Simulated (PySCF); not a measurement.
# Excitation energy of Sn²⁺ by level of theory

Sn²⁺ [Kr] 4d10 5s2 (1S) → Sn²⁺ [Kr] 4d10 5s1 6s1 (3S), as a difference of total energies. All numbers are calculated (PySCF 2.14, scalar relativity by spin-free X2C-1e, in aug-cc-pVQZ-DK3 (9s8p6d3f2g, 102 functions)). Correlated levels: valence: [Kr] 4d10 frozen. The calculations carry no spin-orbit coupling.

```json
{"method": "UHF", "excitation energy (eV)": "15.734"}
{"method": "LDA", "excitation energy (eV)": "17.602"}
{"method": "PBE", "excitation energy (eV)": "17.153"}
{"method": "PBE0", "excitation energy (eV)": "16.931"}
{"method": "r2SCAN", "excitation energy (eV)": "17.022"}
{"method": "B3LYP", "excitation energy (eV)": "17.360"}
{"method": "BHandHLYP", "excitation energy (eV)": "17.106"}
{"method": "B2PLYP", "excitation energy (eV)": "17.013"}
{"method": "MP2 (valence)", "excitation energy (eV)": "16.322"}
{"method": "SCS-MP2 (valence)", "excitation energy (eV)": "16.538"}
```

Question: How much does correlation contribute at MP2 (valence)?

Answer: 16.322 − (15.734) = 0.588 eV, measured against UHF.

The promoted electron is Rydberg-like, and one or two diffuse shells describe it only roughly, which tends to raise the upper state.
